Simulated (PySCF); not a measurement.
Computed shifts of a molecule C4H10OSi, PBE/pcSseg-1 (PySCF), GIAO, gas phase, atoms alike by connectivity averaged where their shifts nearly agree, in ppm (number of nuclei): ¹³C: 156.5 (1), 105.1 (1), 61.9 (1), 18.1 (1). ²⁹Si: -71.3 (1). ¹H: 6.17 (1), 5.18 (1), 4.26 (3), 3.92 (2), 1.94 (3). References: ¹³C against TMS (σ = 182.0 ppm); ¹⁷O against H2O (σ = 334.3 ppm); ²⁹Si against TMS (σ = 335.4 ppm); ¹H against TMS (σ = 31.49 ppm), references at their B3LYP-D3(BJ)/def2-TZVP geometries, non-relativistic. Coordinates come from a PBE0-D3(BJ)/def2-SVP optimisation. One conformer was computed; it need not be the lowest.

Problem. Which structure fits?
A) C[Si](C)(C)C=O
B) CO[SiH2]C1CC1
C) C=C([SiH3])CCO
D) C/C=C/OC[SiH3]

Solution. D, C/C=C/OC[SiH3]
